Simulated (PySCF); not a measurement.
H2Si (SMILES [SiH2]), triplet, geometry from GFN2-xTB; WB97M-V/6-311G** (PySCF).

The PySCF input:
```python
from pyscf import gto, scf, dft

mol = gto.M(
    atom='''
Si   -0.00166170    0.08538378    0.00495698
H    -1.25761844   -0.62511866    0.01233517
H     1.28088231   -0.57025423   -0.08173290
''',
    basis='6-311g**',
    spin=2,
    verbose=4,
)

mf = dft.UKS(mol)
mf.xc = 'wb97m_v'
mf.kernel()
```

Question: What does PySCF print? Leave out banner, timings and long lists.

Answer: 
```
PySCF version 2.14.0

[INPUT] verbose = 4
[INPUT] num. atoms = 3
[INPUT] num. electrons = 16
[INPUT] charge = 0
[INPUT] spin (= nelec alpha-beta = 2S) = 2
[INPUT] symmetry False subgroup None
[INPUT] Mole.unit = angstrom
[INPUT] Symbol           X                Y                Z      unit          X                Y                Z       unit  Magmom
[INPUT]  1 Si    -0.001661700000   0.085383780000   0.004956980000 AA   -0.003140157901   0.161351959680   0.009367334605 Bohr   0.0
[INPUT]  2 H     -1.257618440000  -0.625118660000   0.012335170000 AA   -2.376554420803  -1.181303062755   0.023310093000 Bohr   0.0
[INPUT]  3 H      1.280882310000  -0.570254230000  -0.081732900000 AA    2.420516763700  -1.077624316075  -0.154452796366 Bohr   0.0

nuclear repulsion = 10.4763192452172
number of shells = 20
number of NR pGTOs = 61
number of NR cGTOs = 38
basis = 6-311g**
ecp = {}

******** <class 'pyscf.dft.uks.UKS'> ********
method = UKS
initial guess = minao
damping factor = 0
level_shift factor = 0
DIIS = <class 'pyscf.scf.diis.CDIIS'>
diis_start_cycle = 1
diis_space = 8
diis_damp = 0
SCF conv_tol = 1e-09
SCF conv_tol_grad = None
SCF max_cycles = 50
direct_scf = True
direct_scf_tol = 1e-13
number electrons alpha = 9  beta = 7
XC library pyscf.dft.libxc version 7.1.2
    S. Lehtola, C. Steigemann, M. J. T. Oliveira, and M. A. L. Marques,  SoftwareX 7, 1–5 (2018)
XC functionals = wb97m_v
    N. Mardirossian and M. Head-Gordon,  J. Chem. Phys. 144, 214110 (2016)
radial grids:
    Treutler-Ahlrichs [JCP 102, 346 (1995); DOI:10.1063/1.469408] (M4) radial grids

becke partition: Becke, JCP 88, 2547 (1988); DOI:10.1063/1.454033
pruning grids: <function nwchem_prune>
grids dens level: 3
symmetrized grids: False
atomic radii adjust function: <function treutler_atomic_radii_adjust>
** Following is NLC and NLC Grids **
NLC functional = wb97m_v
radial grids:
    Treutler-Ahlrichs [JCP 102, 346 (1995); DOI:10.1063/1.469408] (M4) radial grids

becke partition: Becke, JCP 88, 2547 (1988); DOI:10.1063/1.454033
pruning grids: <function nwchem_prune>
grids dens level: 3
symmetrized grids: False
atomic radii adjust function: <function treutler_atomic_radii_adjust>
small_rho_cutoff = 0
Set gradient conv threshold to 3.16228e-05
tot grids = 38800
tot grids = 38800
init E= -290.359513969239

cycle= 1 E= -290.537930514851  delta_E= -0.178  |g|= 0.109  |ddm|= 0.937
cycle= 2 E= -290.546394182967  delta_E= -0.00846  |g|= 0.0479  |ddm|= 0.18
cycle= 3 E= -290.54725672969  delta_E= -0.000863  |g|= 0.0112  |ddm|= 0.0461
cycle= 4 E= -290.547487528956  delta_E= -0.000231  |g|= 0.00327  |ddm|= 0.0294
cycle= 5 E= -290.547514174789  delta_E= -2.66e-05  |g|= 0.00115  |ddm|= 0.00961
cycle= 6 E= -290.547517421258  delta_E= -3.25e-06  |g|= 0.000282  |ddm|= 0.00386
cycle= 7 E= -290.547517604147  delta_E= -1.83e-07  |g|= 6.2e-05  |ddm|= 0.00125
cycle= 8 E= -290.547517613929  delta_E= -9.78e-09  |g|= 1.27e-05  |ddm|= 0.000327
cycle= 9 E= -290.547517614415  delta_E= -4.87e-10  |g|= 3.34e-06  |ddm|= 8.19e-05
Extra cycle  E= -290.547517614442  delta_E= -2.68e-11  |g|= 1.48e-06  |ddm|= 1.39e-05
converged SCF energy = -290.547517614442  <S^2> = 2.0011596  2S+1 = 3.000773
```
